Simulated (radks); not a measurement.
Question: The mean radii <r> (bohr) of the occupied orbitals of an atom or ion are listed with their occupations. Calculated with a radial shooting solver on a logarithmic mesh with Libxc functionals: scalar-relativistic Kohn-Sham, BLYP, spin-polarised, spherical densities, finite nucleus; Fermi nuclear charge, rms radius of each element as measured or else 0.836 A^(1/3) + 0.57 fm.

| orbital | occ. | <r> |
|---|---|---|
| 1s down | 1 | 0.03111 |
| 1s up | 1 | 0.03111 |
| 2s up | 1 | 0.1349 |
| 2s down | 1 | 0.1349 |
| 2p up | 3 | 0.1177 |
| 2p down | 3 | 0.1177 |
| 3s up | 1 | 0.3686 |
| 3s down | 1 | 0.3686 |
| 3p up | 3 | 0.3677 |
| 3p down | 3 | 0.3676 |
| 3d up | 5 | 0.3458 |
| 3d down | 5 | 0.3457 |
| 4s up | 1 | 0.9054 |
| 4s down | 1 | 0.9047 |
| 4p up | 3 | 0.9861 |
| 4p down | 3 | 0.9861 |
| 4d up | 5 | 1.248 |
| 4d down | 3 | 1.257 |

Name the element and its charge. Open shells, if any, are filled with parallel spins first.

Answer: Z = 47, silver, charge +3: Ag3+ in [Kr] 4d8. The 1s radius gives Z: for a bare nucleus <r> = (2 gamma + 1)/(2Z) with gamma = sqrt(1 - (Z/c)^2), 0.03062 bohr for Z = 47, and screening makes it slightly larger (0.03111 here). The occupations add up to 44, and the charge is Z minus that.
